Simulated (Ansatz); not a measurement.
Basis-set extrapolation for C₂H₅FO₂Si, SMILES `O=C(O)C[SiH2]F` (PBE0-D4/def2-TZVP geometry, frozen core, the Gaussian-basis code of Ansatz). Multiplicity 1, RHF reference.

```csv
,def2-TZVPP,def2-QZVPP
HF,-616.995020,-617.019314
MP2 correlation,-1.160159,-1.253234
CCSD(T) correlation,-1.232116,not run
```

Energies in hartree. Use E(X) = E(∞) + A·exp(−7.88·√X) for Hartree–Fock and E(X) = E(∞) + B·X^(−2.97) for correlation, with X = 3 and 4, and add CCSD(T) minus MP2 of the smaller set to the MP2 limit.

**Question.** What is the CCSD(T) energy at the basis-set limit?

**Answer.** HF limit: -617.019314 + (-0.024294) × 0.13774 = -617.02266. MP2 limit: -1.253234 + (-0.093075) × 0.74074 = -1.32218. Higher-order term: -1.232116 − (-1.160159) = -0.07196. Total: -618.41680 hartree, 5.16 eV below CCSD(T)/def2-TZVPP.
